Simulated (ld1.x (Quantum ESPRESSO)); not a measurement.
What the settings do to the PAW potential of Sn

Base potential:

| Property | Result |
| --- | --- |
| Element | Sn |
| Generator | ld1.x (Quantum ESPRESSO) 7.5 |
| Type | PAW |
| Functional | LDA (PZ) |
| Relativity | scalar-relativistic |
| Frozen core | [Kr] |
| Valence charge | 14 |
| Reference configuration | 4d10 5s2 5p1 (charge +1) |
| Partial waves | 5s (bound): rcut 1.50, rcutus 2.05 bohr; 5s channel at 1 Ry: rcut 1.50, rcutus 2.05 bohr; 5p (bound): rcut 1.95, rcutus 2.45 bohr; 5p channel at -0.35 Ry: rcut 1.95, rcutus 2.45 bohr; 4d (bound): rcut 1.70, rcutus 1.80 bohr; 4d channel at 1.35 Ry: rcut 1.70, rcutus 1.80 bohr |
| Local potential | all-electron potential smoothed inside 1.55 bohr (lloc = -2) |
| Core correction | Bessel-smoothed model core inside 1.75 bohr |
| Augmentation charge | BESSEL, radius 1.45 bohr |

All-electron outer shells of the reference configuration (LDA (PZ), scalar-relativistic, ld1.x):

```tsv
shell	level (eV)	outermost node (bohr)	outermost maximum (bohr)
4p	-97.62	0.41	0.79
4d	-33.93	0.39	0.88
5s	-18.16	0.98	1.97
5p	-10.53	1.08	2.40
```

Cutoffs, loose and tight: the cutoffs (Ry, on a coarse ladder) from which the occupation-weighted sum of valence levels, in a spherical-Bessel basis at the reference potential, stays within 10 and 1 mRy of its value at 400 Ry. They do not see the model core or the augmentation charge, which bear on the density cutoff. Test errors are all-electron minus pseudo excitation energies from the reference, over the configurations 4d10 5s2 5p2; 4d10 5s2 5p0; 4d10 5s1 5p0; 4d9 5s2 5p3; 4d10 5s2 5p1.5; 4d10 5s0 5p4; 4d10 5s1 5p2 (two spin-polarised tests are not counted in the largest error). A dash means not determined; rows that change the core or the reference have their own tests.

```csv
change,outcome,"cutoff, loose","cutoff, tight",bound ghosts,largest test error (meV)
base,generated,35 Ry,60 Ry,none,-69
"waves 5s (bound): rcut 1.50, rcutus 2.60 bohr; 5s channel at 1 Ry: rcut 1.50, rcutus 2.60 bohr",generated,35 Ry,60 Ry,none,+51
"augmentation GAUSS, radius 1.10 bohr",generated,35 Ry,60 Ry,none,-31
"waves 5p (bound): rcut 1.95, rcutus 2.36 bohr; 5p channel at -0.35 Ry: rcut 1.95, rcutus 2.36 bohr",generated,35 Ry,60 Ry,none,-75
type TM; waves now 5s (bound): rc 2.05 bohr; 4d (bound): rc 1.80 bohr; 5p (bound): rc 2.45 bohr; local potential the p channel,generated,70 Ry,120 Ry,none,-360
"all radii but the core radius scaled by about 0.93 (s 1.90, p 2.28, d 1.68 bohr, rcut 1.40/1.82/1.58); local potential all-electron potential smoothed inside 1.44 bohr (lloc = -2); augmentation BESSEL, radius 1.36 bohr",generated,40 Ry,90 Ry,none,-84
reference 4d10 5s1.5 5p2.5,generated,35 Ry,60 Ry,none,-61
```
